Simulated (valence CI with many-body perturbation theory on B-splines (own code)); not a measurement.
Gd LVII: electric-dipole lines

Level of theory: configuration interaction combined with many-body perturbation theory (CI+MBPT): six valence electrons over a frozen Dirac-Fock core [He], radial functions for each j: 9 s, 9 p, 8 d, 6 f, 3 g, 1 h, with the one-electron correlation potential Σ1 (screened to all orders), the two-electron term Σ2, the three-electron term Σ3, Breit, model QED; selected single and double excitations, second order for the rest, scaled by the run's own slope (own B-spline code, finite nucleus).

The last digits are not significant, and no measured levels were compared; by estimate large intervals hold to a few tenths of a per cent, small ones and those within an open d or f shell to about a per cent. Among the levels kept, up to 2100 cm⁻¹ of a level comes from second order outside the variational space, and about a tenth of that is noise between levels of different J, which matters for small intervals.

Lines 1 to 50 of 206 in falling wavelength, among levels below 7542.8 eV, chosen from the strongest by gf and those to the six lowest levels. Wavelengths and rates use the calculated energies. Electric multipoles are in the length gauge with retardation, E1 and E2 with the static RPA response of the core. Weak lines are less certain than strong ones. Lines between different terms over intervals too small for the method are left out, as are lines whose strength nearly cancels. The highest levels of a list are the least certain.

Levels are named by their leading jj configuration (3d3/2^4 stands for four electrons in 3d with j = 3/2), which in mixed levels can hold well under half, so a name can repeat and another be missing. Letters in brackets count levels of one name in rising energy.

```
λ vac (nm)                               Upper                               Lower   A (s⁻¹)  S (a.u.) with core polarisation  S without
     17.80      (2s 2p1/2^2 2p3/2^2 3p1/2) J=3  (2s^2 2p1/2 2p3/2^2 3p3/2) J=2 [b]  1.12e+09                         2.18e-02   2.18e-02
     13.88      (2s^2 2p1/2 2p3/2^2 3p1/2) J=3     (2s^2 2p1/2 2p3/2^2 3s) J=2 [b]  5.23e+09                         4.82e-02   4.82e-02
     13.77      (2s 2p1/2^2 2p3/2^2 3p1/2) J=3  (2s^2 2p1/2 2p3/2^2 3p3/2) J=2 [a]  2.68e+09                         2.42e-02   2.42e-02
     13.55  (2s^2 2p1/2 2p3/2^2 3p1/2) J=1 [b]     (2s^2 2p1/2 2p3/2^2 3s) J=1 [b]  6.85e+09                         2.52e-02   2.52e-02
     13.54      (2s^2 2p1/2^2 2p3/2 3p1/2) J=2         (2s^2 2p1/2^2 2p3/2 3s) J=1  5.11e+09                         3.13e-02   3.14e-02
     13.31  (2s^2 2p1/2 2p3/2^2 3p1/2) J=2 [a]     (2s^2 2p1/2 2p3/2^2 3s) J=1 [a]  4.25e+09                         2.47e-02   2.47e-02
     12.99  (2s^2 2p1/2 2p3/2^2 3p1/2) J=1 [a]     (2s^2 2p1/2 2p3/2^2 3s) J=2 [a]  9.71e+09                         3.15e-02   3.15e-02
     12.87      (2s^2 2p1/2 2p3/2^2 3p1/2) J=3         (2s^2 2p1/2 2p3/2^2 3s) J=3  5.50e+09                         4.05e-02   4.05e-02
     12.72      (2s^2 2p1/2^2 2p3/2 3p1/2) J=1         (2s^2 2p1/2^2 2p3/2 3s) J=2  1.05e+10                         3.21e-02   3.21e-02
     12.49      (2s^2 2p1/2^2 2p3/2 3p1/2) J=2         (2s^2 2p1/2^2 2p3/2 3s) J=2  7.19e+09                         3.46e-02   3.46e-02
     12.01  (2s^2 2p1/2 2p3/2^2 3p1/2) J=2 [a]     (2s^2 2p1/2 2p3/2^2 3s) J=2 [a]  6.55e+09                         2.80e-02   2.80e-02
     11.62      (2s^2 2p1/2 2p3/2^2 3d3/2) J=4      (2s^2 2p1/2 2p3/2^2 3p3/2) J=4  2.01e+09                         1.40e-02   1.40e-02
     11.42      (2s^2 2p1/2^2 2p3/2 3d3/2) J=3      (2s^2 2p1/2^2 2p3/2 3p3/2) J=3  2.84e+09                         1.46e-02   1.46e-02
     11.22      (2s 2p1/2^2 2p3/2^2 3p1/2) J=2         (2s 2p1/2^2 2p3/2^2 3s) J=3  1.20e+10                         4.17e-02   4.17e-02
     11.12      (2s 2p1/2^2 2p3/2^2 3p1/2) J=3         (2s 2p1/2^2 2p3/2^2 3s) J=3  8.01e+09                         3.80e-02   3.80e-02
     10.34  (2s^2 2p1/2 2p3/2^2 3p1/2) J=2 [b]     (2s^2 2p1/2 2p3/2^2 3s) J=2 [b]  5.06e+09                         1.38e-02   1.38e-02
     9.775  (2s^2 2p1/2 2p3/2^2 3p1/2) J=2 [b]         (2s^2 2p1/2 2p3/2^2 3s) J=3  1.87e+10                         4.31e-02   4.31e-02
     9.562      (2s^2 2p1/2 2p3/2^2 3p1/2) J=0     (2s^2 2p1/2 2p3/2^2 3s) J=1 [b]  3.29e+10                         1.42e-02   1.42e-02
     8.699      (2s^2 2p1/2^2 2p3/2 3d5/2) J=2      (2s^2 2p1/2^2 2p3/2 3p3/2) J=2  1.29e+10                         2.10e-02   2.10e-02
     8.566      (2s^2 2p1/2^2 2p3/2 3d5/2) J=1      (2s^2 2p1/2^2 2p3/2 3p3/2) J=0  1.93e+10                         1.79e-02   1.79e-02
     7.922      (2s^2 2p1/2^2 2p3/2 3d5/2) J=3      (2s^2 2p1/2^2 2p3/2 3p3/2) J=2  3.98e+10                         6.85e-02   6.85e-02
     7.913      (2s^2 2p1/2^2 2p3/2 3d5/2) J=4      (2s^2 2p1/2^2 2p3/2 3p3/2) J=3  4.78e+10                         1.05e-01   1.05e-01
     7.460      (2s^2 2p1/2^2 2p3/2 3d5/2) J=2      (2s^2 2p1/2^2 2p3/2 3p3/2) J=1  3.41e+10                         3.49e-02   3.49e-02
     6.872      (2s^2 2p1/2^2 2p3/2 3d5/2) J=3      (2s^2 2p1/2^2 2p3/2 3p3/2) J=3  1.06e+10                         1.19e-02   1.19e-02
     6.528      (2s^2 2p1/2^2 2p3/2 3d5/2) J=1      (2s^2 2p1/2^2 2p3/2 3p3/2) J=1  3.87e+10                         1.60e-02   1.60e-02
     4.454  (2s^2 2p1/2 2p3/2^2 3p3/2) J=3 [a]     (2s^2 2p1/2 2p3/2^2 3s) J=2 [b]  2.05e+10                         6.26e-03   6.26e-03
     4.373  (2s^2 2p1/2 2p3/2^2 3p3/2) J=2 [a]     (2s^2 2p1/2 2p3/2^2 3s) J=1 [a]  3.08e+10                         6.36e-03   6.36e-03
     4.315  (2s^2 2p1/2 2p3/2^2 3p3/2) J=1 [a]     (2s^2 2p1/2 2p3/2^2 3s) J=2 [b]  1.99e+11                         2.36e-02   2.36e-02
     4.255     (2s 2p1/2^2 2p3/2^2 3s) J=1 [a]         (2s^2 2p1/2 2p3/2^2 3s) J=0  5.37e+10                         6.12e-03   6.12e-03
     4.231  (2s^2 2p1/2 2p3/2^2 3p3/2) J=2 [c]     (2s^2 2p1/2 2p3/2^2 3s) J=1 [b]  6.94e+10                         1.30e-02   1.30e-02
     4.223  (2s^2 2p1/2 2p3/2^2 3p3/2) J=2 [a]     (2s^2 2p1/2 2p3/2^2 3s) J=2 [a]  8.97e+10                         1.67e-02   1.67e-02
     4.213      (2s^2 2p1/2 2p3/2^2 3p3/2) J=0     (2s^2 2p1/2 2p3/2^2 3s) J=1 [a]  3.64e+11                         1.34e-02   1.34e-02
     4.196      (2s^2 2p1/2^2 2p3/2 3p3/2) J=1         (2s^2 2p1/2^2 2p3/2 3s) J=1  3.06e+11                         3.35e-02   3.35e-02
     4.171  (2s^2 2p1/2 2p3/2^2 3p3/2) J=3 [b]     (2s^2 2p1/2 2p3/2^2 3s) J=2 [b]  1.53e+11                         3.83e-02   3.83e-02
     4.154      (2s^2 2p1/2 2p3/2^2 3d3/2) J=3      (2s^2 2p1/2 2p3/2^2 3p1/2) J=3  2.81e+10                         6.97e-03   6.97e-03
     4.105      (2s^2 2p1/2 2p3/2^2 3p3/2) J=4         (2s^2 2p1/2 2p3/2^2 3s) J=3  4.11e+11                         1.26e-01   1.26e-01
     4.093      (2s^2 2p1/2^2 2p3/2 3p3/2) J=3         (2s^2 2p1/2^2 2p3/2 3s) J=2  4.14e+11                         9.80e-02   9.80e-02
     4.089      (2s^2 2p1/2^2 2p3/2 3p3/2) J=1         (2s^2 2p1/2^2 2p3/2 3s) J=2  7.48e+10                         7.57e-03   7.57e-03
     4.080  (2s^2 2p1/2 2p3/2^2 3p3/2) J=2 [b]     (2s^2 2p1/2 2p3/2^2 3s) J=1 [a]  1.85e+11                         3.10e-02   3.10e-02
     4.075  (2s^2 2p1/2 2p3/2^2 3p3/2) J=3 [b]         (2s^2 2p1/2 2p3/2^2 3s) J=3  2.39e+11                         5.60e-02   5.60e-02
     4.060      (2s^2 2p1/2^2 2p3/2 3d3/2) J=2      (2s^2 2p1/2^2 2p3/2 3p1/2) J=2  1.40e+11                         2.31e-02   2.31e-02
     4.048      (2s^2 2p1/2 2p3/2^2 3d3/2) J=1  (2s^2 2p1/2 2p3/2^2 3p1/2) J=2 [a]  4.79e+10                         4.70e-03   4.70e-03
     4.037      (2s^2 2p1/2^2 2p3/2 3d3/2) J=2      (2s^2 2p1/2^2 2p3/2 3p1/2) J=1  1.49e+11                         2.42e-02   2.42e-02
     4.029  (2s^2 2p1/2 2p3/2^2 3p3/2) J=1 [a]     (2s^2 2p1/2 2p3/2^2 3s) J=1 [a]  1.39e+11                         1.35e-02   1.35e-02
     4.022      (2s^2 2p1/2 2p3/2^2 3d3/2) J=2  (2s^2 2p1/2 2p3/2^2 3p1/2) J=2 [a]  1.39e+11                         2.24e-02   2.24e-02
     4.014  (2s^2 2p1/2 2p3/2^2 3p3/2) J=3 [a]     (2s^2 2p1/2 2p3/2^2 3s) J=2 [a]  4.11e+11                         9.18e-02   9.19e-02
     3.999  (2s^2 2p1/2 2p3/2^2 3p3/2) J=2 [d]     (2s^2 2p1/2 2p3/2^2 3s) J=1 [b]  3.36e+11                         5.30e-02   5.30e-02
     3.995            (2s 2p1/2^2 2p3/2^3) J=2            (2s^2 2p1/2 2p3/2^3) J=2  2.89e+10                         4.55e-03   4.56e-03
     3.970      (2s^2 2p1/2^2 2p3/2 3d3/2) J=3      (2s^2 2p1/2^2 2p3/2 3p1/2) J=2  3.02e+11                         6.52e-02   6.52e-02
     3.968      (2s^2 2p1/2 2p3/2^2 3d3/2) J=4      (2s^2 2p1/2 2p3/2^2 3p1/2) J=3  3.06e+11                         8.48e-02   8.48e-02
```
